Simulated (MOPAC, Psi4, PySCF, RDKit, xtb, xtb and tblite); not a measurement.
Two geometries of SMILES Cc1ccsc1-c1ccsc1 (C9H8S2), singlet, relaxed at GFN2-xTB with one dihedral held; other torsions can differ between them too.

Structure A

```
19

C     -1.5310    -1.2998     0.9359
C     -1.3590     0.0100     0.2395
C     -2.4465     0.8715    -0.0514
C     -2.0742     2.0205    -0.6664
S     -0.3762     2.0994    -0.9096
C     -0.1607     0.5414    -0.1601
C      1.1706    -0.0181    -0.0655
C      2.3241     0.7580     0.2489
C      3.4543     0.0180     0.3128
S      3.1585    -1.6468    -0.0089
C      1.4838    -1.3385    -0.2275
H     -1.7603    -2.0874     0.2173
H     -0.6242    -1.5755     1.4695
H     -2.3562    -1.2396     1.6426
H     -3.4660     0.6328     0.1957
H     -2.6901     2.8342    -0.9938
H      2.2859     1.8196     0.4159
H      4.4519     0.3409     0.5343
H      0.8333    -2.1461    -0.4947
```

Structure B

```
19

C      1.4893    -1.2729     0.9487
C      1.3504     0.0477     0.2655
C      2.4452     0.9235     0.0464
C      2.0979     2.0647    -0.5955
S      0.4200     2.1142    -0.9638
C      0.1840     0.5465    -0.2440
C     -1.1497    -0.0279    -0.1815
C     -1.9510    -0.3036    -1.3253
C     -3.1285    -0.8911    -1.0091
S     -3.2988    -1.1338     0.6861
C     -1.7561    -0.4364     0.9707
H      0.6024    -1.8824     0.7943
H      1.6294    -1.1305     2.0205
H      2.3584    -1.8042     0.5646
H      3.4488     0.6983     0.3616
H      2.7216     2.8884    -0.8807
H     -1.6455    -0.0612    -2.3272
H     -3.9143    -1.2067    -1.6659
H     -1.3888    -0.3505     1.9737
```

Which is lower in energy at the level B3LYP-D3(BJ)/def2-SVP // GFN2-xTB (Psi4), and by how much?

A is lower, by 3.72 kJ/mol (dihedral S5–C6–C7–C8: 40° in A, 60° in B).

E(B) − E(A) in kJ/mol at the other levels, on the same two geometries: GFN2-xTB (xtb and tblite) 4.56; MMFF94 // GFN2-xTB (RDKit) 23.83; B3LYP/def2-SVP // GFN2-xTB (Psi4) 3.13; PBE/def2-SVP // GFN2-xTB (Psi4) 3.94; PBE-D3(BJ)/def2-SVP // GFN2-xTB (Psi4) 4.20; UFF // GFN2-xTB (RDKit) 5.20; PM3, restricted, heats of formation // GFN2-xTB (MOPAC) 0.53; PM7, restricted, heats of formation // GFN2-xTB (MOPAC) -0.66; GFN1-xTB // GFN2-xTB (xtb) 4.55; restricted B3LYP/6-31G*, spherical d, density fitting // GFN2-xTB (PySCF) 2.73; restricted Hartree-Fock/3-21G, density fitting // GFN2-xTB (PySCF) -0.31; restricted Hartree-Fock/STO-3G // GFN2-xTB (PySCF) 2.46; restricted LDA (SVWN5)/6-31G*, spherical d, density fitting // GFN2-xTB (PySCF) 5.90.
